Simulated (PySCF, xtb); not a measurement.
Ti(Cl)2(OH)2 (Cl2H2O2Ti), SMILES [OH][Ti]([OH])([Cl])[Cl], multiplicity 1.

GFN2-xTB in xtb at its own geometry gives an orbital gap of 3.46 eV and a dipole moment of 5.65 D.

Coordinates come from a ωB97X-D3(BJ)/def2-SVP optimisation. A frequency run showed that this geometry is not a minimum. The multiplicity is an assumed one; no other spin state was optimised. The structure was generated by enumeration; whether it is a known compound was not checked. Other conformers were not sampled.

### Question
What does PBE/def2-TZVP in PySCF give? (An estimate is asked for; the answer gives what the named calculation found.)

### Answer
gap 4.19 eV (levels -7.41 and -3.22 eV), dipole 4.58 D.
